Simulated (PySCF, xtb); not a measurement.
4-fluoro-1,3-thiazole (C3H2FNS), SMILES Fc1cscn1.

GFN2-xTB (xtb) at its own geometry gives an orbital gap of 3.69 eV and a dipole moment of 2.63 D.

Geometry optimised at r2SCAN-D4/def2-SVP.

Q: What does PBE/def2-TZVP (PySCF) give? (The exact figures need the calculation; the answer reports its results.)

A: gap 4.10 eV (levels -6.17 and -2.07 eV), dipole 2.33 D.
